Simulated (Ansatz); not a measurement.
```yaml
crystal:
  periodic: [false, false, false]
  atoms:
    - {symbol: C, position_ang: [0.240082, -1.220705, 0.914713]}
    - {symbol: N, position_ang: [0.029515, -0.106326, 0.074338]}
    - {symbol: V, position_ang: [-0.209058, 1.151375, -0.874042]}
    - {symbol: F, position_ang: [-1.356192, 0.678055, -2.083366]}
    - {symbol: F, position_ang: [1.318857, 1.567131, -1.577646]}
    - {symbol: F, position_ang: [-0.822808, 2.435960, 0.113663]}
    - {symbol: H, position_ang: [-0.049128, -0.976511, 1.941955]}
    - {symbol: H, position_ang: [-0.359540, -2.069469, 0.570396]}
    - {symbol: H, position_ang: [1.296970, -1.505908, 0.902789]}
basis:
  gaussian: {orbitals: cc-pVTZ-DK}
total_charge: 1
magnetization: {spin_polarized: true, initial_magnetization: 1}
hamiltonian: {xc: {name: B2PLYP}}
kpoints: {mp_grid: {grid: [2, 2, 2]}}
output: {forces: true}
```

```sh
$ ansatz run in.yaml --threads 8 --pin off --events-out ev --progress --plain --max-ram 18278MiB
```

It prints (some lines left out):

```
Error: invalid value for `basis.gaussian`: such a run doesn't read kpoints; remove what it names
```

In this input the input holds a key that doesn't belong there. The program refused the input.
